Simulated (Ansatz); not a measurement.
**Worked example: Si(CH3)3F + C3H9MgN → Si(CH3)3(NH2) + C3H7FMg**

Gas-phase species: Si(CH3)3F (trimethylsilyl fluoride), singlet; C3H9MgN `C[CH](C)[Mg][NH2]`, singlet; Si(CH3)3(NH2), singlet; C3H7FMg `C[CH](C)[Mg][F]`, singlet. The partners trade F for NH2: Si–F and Mg–NH2 bonds give way to Si–NH2 and Mg–F.

Shapes, held fixed at every level: PBE0-D4/def2-TZVP. Flexible molecules stand in one conformer, not always the lowest. Programs: Ansatz 0.2.0. Electronic energies: no zero-point or thermal term.

At CCSD(T)/def2-TZVPP; 1 Eh = 2625.50 kJ/mol:

| species | energy (Eh) |
| --- | --- |
| Si(CH3)3F | -508.423606 |
| C3H9MgN | -374.007839 |
| Si(CH3)3(NH2) | -464.517196 |
| C3H7FMg | -417.923966 |

Question: Work out ΔE of the reaction at this level.

Answer: 
1. Products less reactants: (-464.517196) + (-417.923966) − [(-508.423606) + (-374.007839)] = -0.009717 Eh = -25.5 kJ/mol.

Other levels give -42.7 (CCSD/def2-SVP) to -26.9 kJ/mol (B2PLYP/def2-TZVPP). No measured value is set beside it here. Outer-core shells of Mg are correlated, in sets that cover them unevenly. Sets without diffuse functions underbind ionic bonds of s-block metals.
